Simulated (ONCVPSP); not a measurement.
Configuration tests for P (ONCV)

* Element: phosphorus
* Generator: ONCVPSP 4.0.1
* Type: optimised norm-conserving Vanderbilt (ONCV)
* Functional: PBEsol
* Relativity: scalar-relativistic
* Frozen core: [Ne]
* Valence charge: 5
* Reference configuration: 3s2 3p3
* Partial waves: 3s: rc 1.40 bohr, ncon 5, nbas 9, qcut 5.7 1/bohr, 2 projectors, debl 1.1 Ha; 3p: rc 1.25 bohr, ncon 4, nbas 8, qcut 7.7 1/bohr, 2 projectors, debl 0.5 Ha; d scattering state at 0.11 Ha: rc 1.30 bohr, ncon 3, nbas 8, qcut 8.7 1/bohr, 2 projectors, debl 0.8 Ha
* Local potential: polynomial inside 1.20 bohr (lpopt 4, dvloc0 -1 Ha)
* Core correction: Teter function, fcfact 3, rcfact 1.25

Energies are relative to the spin-unpolarised reference configuration 3s2 3p3; without spin polarisation the order of configurations can differ from experiment.

| valence configuration | charge | ΔE all-electron (eV) | error AE − PS (meV) |
| --- | --- | --- | --- |
| 3s2 3p1 | +2 | 28.810 | -0.3 |
| 3s2 3p0 | +3 | 58.516 | +5.9 |

Question: What are ΔE and the potential's error for 3s1 3p3?

Answer: ΔE = 18.793 eV all-electron; the error (AE − PS) is -1.2 meV.

Question: What are ΔE and the potential's error for 3s2 3p2?

Answer: ΔE = 9.698 eV all-electron; the error (AE − PS) is -0.5 meV.

Note: ghosts flagged at negative energy: s at -141.9 eV, p at -97.5 eV; no localised positive-energy state flagged. A true bound ghost makes a file unfit for plane-wave use.
